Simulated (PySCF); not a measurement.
Gas-phase reaction: 2 GeH3 + 2 HCl → 2 GeH3Cl + H2

Computed with PySCF (xtb for GFN2) and rigid-rotor harmonic-oscillator thermochemistry at 1 bar. † marks an energy on the PBE0/def2-TZVP geometry and frequencies; other levels use their own. MP2 and CCSD(T) freeze the core. 6-31G* has spherical d functions here. Open shells (unrestricted): GeH3 (multiplicity 2); the rest are closed-shell singlets. GFN2 has no spin-polarisation term. B3LYP is the form with VWN-RPA correlation. Ge: all electrons, no relativistic terms. GeH3: computed as isolated molecules; such fragments, hydroxides, amides, oligomers or adducts are transient or little studied in the gas. MP2 isn't extrapolated to the basis-set limit; its ΔH°(298 K) is -367.0 kJ in def2-SVP and -395.9 kJ in def2-TZVPP. CCSD(T) isn't extrapolated to the basis-set limit; its ΔH°(298 K) is -353.7 kJ in def2-SVP and -379.9 kJ in def2-TZVPP. The harmonic model lacks anharmonicity and excited electronic states, which grow with temperature; levels with a mode under 35 cm⁻¹ are left out.

```json
[
 {"level": "B3LYP/6-31G*", "ΔE electronic, kJ": "-394", "ΔH°(298 K), kJ": "-385", "ΔS°(298 K), J/K": "-174", "ΔG°(1600 K), kJ": "-119"},
 {"level": "B3LYP/def2-TZVP†", "ΔE electronic, kJ": "-378", "ΔH°(298 K), kJ": "-370", "ΔS°(298 K), J/K": "-175", "ΔG°(1600 K), kJ": "-101"},
 {"level": "BLYP/def2-TZVP†", "ΔE electronic, kJ": "-368", "ΔH°(298 K), kJ": "-360", "ΔS°(298 K), J/K": "-175", "ΔG°(1600 K), kJ": "-92"},
 {"level": "CCSD(T)/def2-TZVPP†", "ΔE electronic, kJ": "-388", "ΔH°(298 K), kJ": "-380", "ΔS°(298 K), J/K": "-175", "ΔG°(1600 K), kJ": "-112"},
 {"level": "GFN2-xTB", "ΔE electronic, kJ": "-495", "ΔH°(298 K), kJ": "-480", "ΔS°(298 K), J/K": "-172", "ΔG°(1600 K), kJ": "-217"},
 {"level": "HF/6-31G*", "ΔE electronic, kJ": "-337", "ΔH°(298 K), kJ": "-329", "ΔS°(298 K), J/K": "-176", "ΔG°(1600 K), kJ": "-58"},
 {"level": "MP2/def2-SVP†", "ΔE electronic, kJ": "-375", "ΔH°(298 K), kJ": "-367", "ΔS°(298 K), J/K": "-175", "ΔG°(1600 K), kJ": "-99"},
 {"level": "PBE/def2-SVP", "ΔE electronic, kJ": "-381", "ΔH°(298 K), kJ": "-373", "ΔS°(298 K), J/K": "-174", "ΔG°(1600 K), kJ": "-107"},
 {"level": "PBE0/def2-TZVP", "ΔE electronic, kJ": "-384", "ΔH°(298 K), kJ": "-376", "ΔS°(298 K), J/K": "-175", "ΔG°(1600 K), kJ": "-108"},
 {"level": "r2SCAN/def2-TZVP†", "ΔE electronic, kJ": "-387", "ΔH°(298 K), kJ": "-379", "ΔS°(298 K), J/K": "-175", "ΔG°(1600 K), kJ": "-110"},
 {"level": "ωB97X-V/def2-TZVP†", "ΔE electronic, kJ": "-412", "ΔH°(298 K), kJ": "-404", "ΔS°(298 K), J/K": "-175", "ΔG°(1600 K), kJ": "-136"}
]
```
ΔH° is lowest at GFN2-xTB and highest at HF/6-31G*. No reference value is set beside these.
